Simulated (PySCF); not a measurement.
GaO (SMILES [O]=[Ga]), doublet, at a GFN2-xTB geometry (such geometries of metal compounds can be far from the true shape); BLYP/def2-SVP (PySCF).

PySCF was given this input:
```python
from pyscf import gto, scf, dft

mol = gto.M(
    atom='''
Ga   -0.00000000   -0.00000000   -0.33770072
O     0.00000000    0.00000000    1.30859028
''',
    basis='def2-svp',
    spin=1,
    verbose=4,
)

mf = dft.UKS(mol)
mf.xc = 'blyp'
mf.kernel()
```

The log (banner, timings and long lists left out):

```
PySCF version 2.14.0

[INPUT] verbose = 4
[INPUT] num. atoms = 2
[INPUT] num. electrons = 39
[INPUT] charge = 0
[INPUT] spin (= nelec alpha-beta = 2S) = 1
[INPUT] symmetry False subgroup None
[INPUT] Mole.unit = angstrom
[INPUT] Symbol           X                Y                Z      unit          X                Y                Z       unit  Magmom
[INPUT]  1 Ga     0.000000000000   0.000000000000  -0.337700720000 AA    0.000000000000   0.000000000000  -0.638161872868 Bohr   0.0
[INPUT]  2 O      0.000000000000   0.000000000000   1.308590280000 AA    0.000000000000   0.000000000000   2.472877238468 Bohr   0.0

nuclear repulsion = 79.7161305675364
number of shells = 18
number of NR pGTOs = 98
number of NR cGTOs = 46
basis = def2-svp
ecp = {}

******** <class 'pyscf.dft.uks.UKS'> ********
method = UKS
initial guess = minao
damping factor = 0
level_shift factor = 0
DIIS = <class 'pyscf.scf.diis.CDIIS'>
diis_start_cycle = 1
diis_space = 8
diis_damp = 0
SCF conv_tol = 1e-09
SCF conv_tol_grad = None
SCF max_cycles = 50
direct_scf = True
direct_scf_tol = 1e-13
number electrons alpha = 20  beta = 19
XC library pyscf.dft.libxc version 7.1.2
    S. Lehtola, C. Steigemann, M. J. T. Oliveira, and M. A. L. Marques,  SoftwareX 7, 1–5 (2018)
XC functionals = blyp
    A. D. Becke,  Phys. Rev. A 38, 3098 (1988)
    C. Lee, W. Yang, and R. G. Parr,  Phys. Rev. B 37, 785 (1988)
    B. Miehlich, A. Savin, H. Stoll, and H. Preuss,  Chem. Phys. Lett. 157, 200 (1989)
radial grids:
    Treutler-Ahlrichs [JCP 102, 346 (1995); DOI:10.1063/1.469408] (M4) radial grids

becke partition: Becke, JCP 88, 2547 (1988); DOI:10.1063/1.454033
pruning grids: <function nwchem_prune>
grids dens level: 3
symmetrized grids: False
atomic radii adjust function: <function treutler_atomic_radii_adjust>
small_rho_cutoff = 0
Set gradient conv threshold to 3.16228e-05
tot grids = 34992
init E= -1999.36159123128

cycle= 1 E= -1999.32239916361  delta_E= 0.0392  |g|= 1.01  |ddm|= 1.39
cycle= 2 E= -1991.64051420332  delta_E= 7.68  |g|= 2.69  |ddm|= 4.53
cycle= 3 E= -1999.62000245302  delta_E= -7.98  |g|= 0.522  |ddm|= 4.29
cycle= 4 E= -1999.23532070187  delta_E= 0.385  |g|=  1.1  |ddm|= 1.22
cycle= 5 E= -1999.56973120175  delta_E= -0.334  |g|= 0.669  |ddm|= 0.267
cycle= 6 E= -1999.71416759055  delta_E= -0.144  |g|= 0.411  |ddm|= 0.225
cycle= 7 E= -1999.78852806067  delta_E= -0.0744  |g|= 0.0922  |ddm|= 0.21
cycle= 8 E= -1999.79320064935  delta_E= -0.00467  |g|= 0.00234  |ddm|= 0.0888
cycle= 9 E= -1999.79320257128  delta_E= -1.92e-06  |g|= 0.00101  |ddm|= 0.00401
cycle= 10 E= -1999.79320296215  delta_E= -3.91e-07  |g|= 0.000384  |ddm|= 0.0013
cycle= 11 E= -1999.79320303943  delta_E= -7.73e-08  |g|= 6.47e-05  |ddm|= 0.000424
cycle= 12 E= -1999.79320304166  delta_E= -2.23e-09  |g|= 1.16e-05  |ddm|= 6.8e-05
cycle= 13 E= -1999.79320304174  delta_E= -8.73e-11  |g|= 2.87e-06  |ddm|= 1.56e-05
Extra cycle  E= -1999.79320304163  delta_E= 1.16e-10  |g|= 1.55e-05  |ddm|= 1.48e-05
converged SCF energy = -1999.79320304163  <S^2> = 0.75334422  2S+1 = 2.0033414
```
